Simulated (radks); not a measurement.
Question: The mean radii <r> (bohr) of the occupied orbitals of an atom or ion are listed with their occupations. All-electron calculation, scalar-relativistic Kohn-Sham, r2SCAN, spin-polarised, spherical densities, finite nucleus; meta-GGA in the generalised Kohn-Sham scheme; Fermi nuclear charge, rms radius of each element as measured or else 0.836 A^(1/3) + 0.57 fm. Program: a radial shooting solver on a logarithmic mesh with Libxc functionals.

| orbital | occ. | <r> |
|---|---|---|
| 1s down | 1 | 0.01867 |
| 1s up | 1 | 0.01867 |
| 2s up | 1 | 0.07894 |
| 2s down | 1 | 0.07894 |
| 2p up | 3 | 0.07057 |
| 2p down | 3 | 0.07057 |
| 3s down | 1 | 0.2046 |
| 3s up | 1 | 0.2046 |
| 3p up | 3 | 0.2047 |
| 3p down | 3 | 0.2047 |
| 3d up | 5 | 0.1857 |
| 3d down | 5 | 0.1857 |
| 4s up | 1 | 0.4589 |
| 4s down | 1 | 0.4589 |
| 4p up | 3 | 0.4876 |
| 4p down | 3 | 0.4876 |
| 4d up | 5 | 0.5233 |
| 4d down | 5 | 0.5232 |
| 5s up | 1 | 1.098 |
| 5s down | 1 | 1.094 |
| 5p up | 3 | 1.275 |
| 5p down | 3 | 1.269 |
| 4f up | 7 | 0.6368 |
| 4f down | 7 | 0.6345 |
| 5d up | 1 | 1.852 |
| 6s up | 1 | 2.758 |
| 6s down | 1 | 2.810 |

Name the element and its charge. Open shells, if any, are filled with parallel spins first.

Answer: Z = 73, tantalum, charge +2: Ta2+ in [Xe] 4f14 5d1 6s2. The 1s radius gives Z: for a bare nucleus <r> = (2 gamma + 1)/(2Z) with gamma = sqrt(1 - (Z/c)^2), 0.01844 bohr for Z = 73, and screening makes it slightly larger (0.01867 here). The occupations add up to 71, and the charge is Z minus that.
